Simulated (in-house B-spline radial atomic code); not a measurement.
Atomic self-consistent-field run: the silver ion Ag⁺ (an excited or competing configuration). Method: Dirac-Hartree-Fock, average of the jj configuration, Fermi nucleus of rms radius 4.5454 fm. Calculated with a B-spline radial code for spherical atoms.

In the input, a minus or plus after the letter marks the j = l - 1/2 or j = l + 1/2 subshell.

Command:
```bash
python run_scf.py task.json out
```
Settings (nuclear radius in fm, mass in u):
```
Z                47
configuration    1s2 2s2 2p6 3s2 3p6 3d10 4s2 4p6 4d-4 4d+5 5p-1
hamiltonian      dirac
method           hf
spin_polarised   False
nucleus          fermi
rms_radius       4.5454
atomic_mass      106.90509
speed_of_light   137.035999084
```

Output (hartree, bohr):
```
 radial grid: 81 intervals, B-splines of order 8, outer radius 60 bohr

 iter        energy (Eh)    residual
    1       -5308.919965    5.65e-01
    2       -5311.606588    2.73e-01
    3       -5313.941777    5.29e-02
    4       -5314.053667    1.19e-02
    5       -5314.059681    5.95e-03
    6       -5314.060961    1.25e-03
    7       -5314.061001    3.18e-04
    8       -5314.061005    6.81e-05
    9       -5314.061005    7.76e-06
   10       -5314.061005    1.98e-06
   11       -5314.061005    4.86e-08

 total energy                     -5314.06101
 kinetic                            5562.0773
 electron-nucleus                 -12868.5029
 electron-electron                  1992.3646

 first-order corrections (not in the total)
   Gaunt                             3.9757
   retardation                      -0.4021
   frequency dependence             -0.0308
   self-energy                       2.6833
   Uehling                          -0.3333
   Wichmann-Kroll                    0.0062
   recoil                            0.0188

 orbital      occ     eigenvalue          <r>       <r^2>       <1/r>       r_max    small
 1s1/2      2.000      -943.6987    0.0311021  0.00130787     49.4365     0.02016  2.96e-02
 2s1/2      2.000      -142.5404     0.134324    0.021338     11.4126      0.1139  6.23e-03
 2p1/2      2.000      -132.0824     0.114214   0.0160278     11.3554     0.08829  6.21e-03
 2p3/2      4.000      -125.6008     0.119237   0.0173416     10.6757     0.09251  5.96e-03
 3s1/2      2.000       -27.9323      0.36623     0.15349     4.00458      0.3317  1.77e-03
 3p1/2      2.000       -23.7270     0.358594    0.149456     3.90139      0.3189  1.70e-03
 3p3/2      4.000       -22.5439     0.369069    0.158113     3.73919      0.3286  1.64e-03
 3d3/2      4.000       -15.1732     0.342512    0.139584     3.56243      0.2724  1.51e-03
 3d5/2      6.000       -14.9290     0.346305    0.142614     3.51734      0.2754  1.49e-03
 4s1/2      2.000        -4.8075     0.917057    0.951697      1.4951      0.8244  4.20e-04
 4p1/2      2.000        -3.4277     0.982345     1.10342     1.37768      0.8624  3.68e-04
 4p3/2      4.000        -3.1912      1.01036     1.16727     1.33007      0.8857  3.51e-04
 4d3/2      4.000        -1.0474      1.30054     2.02442     1.02295        1.02  2.21e-04
 4d5/2      5.000        -1.0159      1.31202     2.05668     1.01284       1.031  2.18e-04
 5p1/2      1.000        -0.3846      3.59814     14.7441     0.34391       3.024  2.53e-05
```

Run time, properties included: 1.4 s on 1 thread of Arm Neoverse V1 (shared host).

For the Dirac Hamiltonian the kinetic term is c α·p + (β - 1)c².
